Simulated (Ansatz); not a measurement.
Calculated with Ansatz (gas phase, PBE0-D4/def2-TZVP geometries, no zero-point term in ΔE). CCSD(T)/CBS adds triple-zeta CCSD(T) − MP2 to the extrapolated MP2 energy (def2 sets, frozen cores). Functionals use def2-TZVPP. One conformer a species, not always the lowest.

Consider the redistribution: `BC([SiH3])B[SiH3]` + `C[SiH](O)F` → `C[SiH](F)B[SiH3]` + `BC(O)[SiH3]`.

CCSD(T)/CBS gives +291.0 kJ/mol.

Question: Another level gave +281.6 kJ/mol. Which?
A. MP2/def2-TZVPP
B. HF/def2-TZVPP
C. ωB97M-V/def2-TZVPP
D. B2PLYP/def2-TZVPP

Answer: D. B2PLYP 281.6, ωB97M-V 288.1, HF/def2-TZVPP 276.7, MP2/def2-TZVPP 308.5 kJ/mol.

Largest T1 diagnostic among the species: 0.013.

In def2-TZVPP, CCSD(T) changes the Hartree–Fock value by +11.4 kJ/mol (the triples alone add +2.0 kJ/mol) and MP2 by +31.8 kJ/mol. The D4 term adds +9.4 kJ/mol with B3LYP and +4.9 kJ/mol with PBE0; it sums over pairs of atoms, weighted by their polarisabilities, and B3LYP, whose exchange is more repulsive, gets the larger term.

B3LYP here is the variant with VWN-RPA as its local correlation; programs differ in this.
